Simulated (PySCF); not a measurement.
## Ionisation energy of Pb²⁺ by level of theory

Pb²⁺ [Xe] 4f14 5d10 6s2 → Pb³⁺ [Xe] 4f14 5d10 6s1 [6s1/2^1, M_J = 1/2], as a difference of total energies. Calculation: PySCF 2.14, in x2c-TZVPall-2c; the two-component X2C-1e Hamiltonian. Correlated levels: [Kr] 4d10 4f14 frozen; the 24 highest virtual spinors dropped. "Screened" scales the spin-orbit matrix elements by Boettger's factors to mimic the two-electron term; Breit and QED terms are absent.

| method | ionisation energy (eV) |
| --- | --- |
| GHF (spin-free) | 29.837 |
| GMP2 (spin-free) | 31.904 |
| GHF (screened spin-orbit) | 29.858 |
| GMP2 (screened spin-orbit) | 31.937 |

Q: How much does correlation contribute at GMP2 (screened spin-orbit)?

A: 31.937 − (29.858) = 2.079 eV, measured against GHF (screened spin-orbit).

Errors of the correlated levels include the incompleteness of this basis and the frozen core.

For comparison: 31.937 eV (measured; NIST Atomic Spectra Database, ionization energies).
